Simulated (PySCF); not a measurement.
Orbital picture of PbI

MN15 at R = 2.831 Å; PySCF, scalar-relativistic core potentials, basis sets Pb cc-pVDZ-PP with ECP60, I cc-pVDZ-PP with ECP28. State: ²Π (doublet), unpaired electrons π ↑. Only the outer orbitals are listed, counted within each symmetry, core potentials removing the inner ones.

```json
{"spin": "α", "orbital": "7σ", "occ.": "1", "ε (eV)": "-19.47", "on Pb (%)": "10", "main shells (%)": "90 I s"}
{"spin": "α", "orbital": "8σ", "occ.": "1", "ε (eV)": "-15.13", "on Pb (%)": "88", "main shells (%)": "88 Pb s"}
{"spin": "α", "orbital": "9σ", "occ.": "1", "ε (eV)": "-8.30", "on Pb (%)": "29", "main shells (%)": "70 I p, 24 Pb p"}
{"spin": "α", "orbital": "5π", "occ.": "1", "ε (eV)": "-7.94", "on Pb (%)": "13", "main shells (%)": "86 I p, 13 Pb p"}
{"spin": "α", "orbital": "5π", "occ.": "1", "ε (eV)": "-7.83", "on Pb (%)": "9", "main shells (%)": "91 I p, 8 Pb p"}
{"spin": "α", "orbital": "6π", "occ.": "1", "ε (eV)": "-5.33", "on Pb (%)": "87", "main shells (%)": "87 Pb p, 13 I p"}
{"spin": "α", "orbital": "6π", "occ.": "0", "ε (eV)": "-2.74", "on Pb (%)": "91", "main shells (%)": "92 Pb p, 8 I p"}
{"spin": "α", "orbital": "10σ", "occ.": "0", "ε (eV)": "-0.82", "on Pb (%)": "79", "main shells (%)": "78 Pb p, 21 I p"}
{"spin": "α", "orbital": "11σ", "occ.": "0", "ε (eV)": "5.61", "on Pb (%)": "96", "main shells (%)": "80 Pb s, 8 Pb d"}
{"spin": "β", "orbital": "7σ", "occ.": "1", "ε (eV)": "-19.40", "on Pb (%)": "8", "main shells (%)": "92 I s"}
{"spin": "β", "orbital": "8σ", "occ.": "1", "ε (eV)": "-14.43", "on Pb (%)": "89", "main shells (%)": "88 Pb s"}
{"spin": "β", "orbital": "9σ", "occ.": "1", "ε (eV)": "-8.21", "on Pb (%)": "28", "main shells (%)": "71 I p, 22 Pb p"}
{"spin": "β", "orbital": "5π", "occ.": "1", "ε (eV)": "-7.84", "on Pb (%)": "8", "main shells (%)": "92 I p"}
{"spin": "β", "orbital": "5π", "occ.": "1", "ε (eV)": "-7.66", "on Pb (%)": "5", "main shells (%)": "94 I p"}
{"spin": "β", "orbital": "6π", "occ.": "0", "ε (eV)": "-2.51", "on Pb (%)": "92", "main shells (%)": "92 Pb p"}
{"spin": "β", "orbital": "6π", "occ.": "0", "ε (eV)": "-1.66", "on Pb (%)": "95", "main shells (%)": "95 Pb p"}
{"spin": "β", "orbital": "10σ", "occ.": "0", "ε (eV)": "-0.61", "on Pb (%)": "81", "main shells (%)": "79 Pb p, 18 I p"}
```

**Question.** Which are the highest filled and the lowest empty level, where do they sit, and how wide is the gap?

**Answer.** Highest filled α 6π at -5.33 eV (in %: 87 Pb p, 13 I p); lowest empty α 6π at -2.74 eV (in %: 92 Pb p, 8 I p); the gap at MN15 is 2.59 eV. Both belong to one degenerate shell, split only by its one-sided filling, so this is no excitation gap.

```json
{"bond order (Mayer)": "1.16", "⟨S²⟩": "0.752", "charge on Pb (Mulliken, basis-dependent)": "0.27", "charge on Pb (Löwdin, basis-dependent)": "0.19", "dipole moment (positive dipole means Pb(−)I(+))": "-3.31 D"}
```

These are scalar-relativistic numbers at best; spin–orbit coupling would shift them, the dissociation energy most. The state is the lowest determinant that a PBE0 search found; another state may lie lower at other levels.
